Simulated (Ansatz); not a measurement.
Total energies of Ta(NH)Cl3 (TaNCl₃H) from Ansatz at r2SCAN-D4/def2-TZVPD, gas phase (1 Eh = 27.2114 eV = 2625.5 kJ/mol). The reference geometry is relaxed at PBE0-D4/def2-SVP.

Cartesian coordinates in Å:
```
Ta 0.268 0.215 0.236
N -0.853 -0.686 -0.751
H -1.505 -1.211 -1.324
Cl -0.310 -0.176 2.429
Cl 0.026 2.432 -0.336
Cl 2.373 -0.575 -0.254
```

```
                 state   geometry  energy (Eh)
      charge 0 singlet  reference  -1493.21192
     charge -1 doublet  reference  -1493.23525
free Ta atom (quartet)          –    -56.85877
 free N atom (quartet)          –    -54.58108
 free H atom (doublet)          –     -0.49993
free Cl atom (doublet)          –   -460.11735
```

In the def2 sets Ta takes a core potential; there is no spin–orbit coupling.

(1) Work out the vertical electron affinity, to the doublet.

(2) What is the binding energy per atom against free atoms?

(1) E(charge 0 singlet) − E(charge -1 doublet) = -1493.21192 − (-1493.23525) = 0.02333 Eh = 0.63 eV.

(2) Atoms: 1 × (-56.85877) + 1 × (-54.58108) + 1 × (-0.49993) + 3 × (-460.11735) = -1492.29183 Eh. Binding: -1492.29183 − (-1493.21192) = 0.92009 Eh = 25.04 eV, or 4.17 eV for each of 6 atoms (no zero-point energy, no counterpoise term).

At r2SCAN-D4/def2-TZVPD the highest occupied level of the charge -1 doublet lies above zero (up to 1.84 eV). By energy differences its removal costs 0.63 eV (vertical, to the charge 0 singlet, at r2SCAN-D4/def2-TZVPD); a positive level beside a positive removal energy at the same level points to self-interaction error.
